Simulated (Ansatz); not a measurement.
The first iterations of a band of Cl3GeH + FH (7 atoms, charge 0, multiplicity 1).

Level of theory: RKS PBE0-D4/def2-SVP (Ansatz 0.2.0).

```json
{"movable images": "7", "climbing image": "yes", "spring": "5.0 eV/Å²", "optimiser": "quadratic models (default)", "start path": "through a guess of the saddle point", "force threshold": "0.03 eV/Å", "iteration limit": "60", "end points": "relaxed"}
```

Initial state:

```xyz
7
Properties=species:S:1:pos:R:3
Ge -0.148 0.257 -0.103
Cl -0.082 0.191 2.060
Cl 1.845 0.332 -0.839
H -0.919 1.512 -0.500
Cl -1.138 -1.489 -0.804
F 1.460 -2.347 1.267
H 1.105 -1.746 1.875
```

Final state:

```xyz
7
Properties=species:S:1:pos:R:3
Ge 0.238 -0.368 -0.470
Cl 0.053 -0.051 3.273
Cl 1.845 0.299 -1.690
H -0.431 0.757 0.304
Cl -1.128 -1.514 -1.625
F 0.945 -1.485 0.667
H 0.602 -0.928 2.497
```

| iteration | highest image above the first end (eV) | largest band force component (eV/Å) |
| --- | --- | --- |
| 1 | 2.612 | 4.800 |
| 2 | 1.236 | 1.959 |

Task: Does the band converge within its limit, and where does its top end?

Result: The forces met the threshold. It ended after 7 iterations with the highest image 1.012 eV above the first end. A vibrational analysis at the climbing image gives one clearly imaginary mode, 481i cm⁻¹, and a faint second one (35i cm⁻¹) that may be numerical noise or a soft torsion: probably a first-order saddle point. The orbitals stay closed-shell, which can raise the energy where a bond breaks towards radicals; this wasn't checked here.

Time of the run: 75 s on 4 threads of Intel(R) Xeon(R) Platinum 8488C (Sapphire Rapids) (shared host), peak memory 0.31 GiB.
